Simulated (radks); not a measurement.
Values are calculated unless marked as measured or tabulated.
Task: Numerical settings for neutral nitrogen, [He] 2s2 2p3. Code: a radial shooting solver on a logarithmic mesh with Libxc functionals. Model: scalar-relativistic Kohn-Sham, BLYP, spin-polarised, spherical densities, point nucleus; open shells are filled with parallel spins first. The defaults (mesh step 0.008 in ln r, mesh end at 40 bohr or more with all orbitals vanishing there, Anderson mixing 0.5 over 9 steps, residual threshold near 1e-9 with the energy settled to 1e-9 hartree or 1e-11 of itself, here a cap of 55 iterations) give E = -54.6253 hartree and 2p at -8.077 eV in 13 iterations. Run on one thread of a shared host, so times are rough (Arm Neoverse V2): 0.06 s of CPU time, 0.06 s wall, 13 iterations on 2496 mesh points. One setting is changed at a time: mesh step in ln r 0.12; mesh step in ln r 0.02; mesh step in ln r 0.012; mesh end (bohr) 2; mesh end (bohr) 12; residual threshold 0.01; residual threshold 1e-13; mixing 0.2; linear mixing, mixing 0.2; linear mixing, mixing 1; mixing history 2; iteration cap 2. Which runs fail to converge, and which converge to a wrong energy?

Result: Not converged within the cap: mesh step in ln r 0.12; linear mixing, mixing 0.2; linear mixing, mixing 1; iteration cap 2. Settled on a wrong energy, with an occupied level pushed above zero by the early mesh end: mesh end (bohr) 2 (+2.29 hartree). Apart from these: no run marked as converged misses the energy by more than 1 mhartree.
